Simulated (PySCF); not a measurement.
# Excitation energy of Tl by level of theory

Tl [Xe] 4f14 5d10 6s2 6p1 (2P) → Tl [Xe] 4f14 5d10 6s2 6d1 (2D), as a difference of total energies. Calculation: PySCF 2.14, in aug-cc-pwCVTZ-DK3 (11s10p8d5f1g, 125 functions); the spin-free X2C one-electron Hamiltonian (Gaussian nucleus). The calculations carry no spin-orbit coupling.

```csv
method,excitation energy (cm⁻¹),error (cm⁻¹)
UHF,31143,+171
TPSSh,29675,-1297
B3LYP,30228,-744
```

Reference: 30972 cm⁻¹ (measured; NIST levels, between the centres of gravity of the two terms).
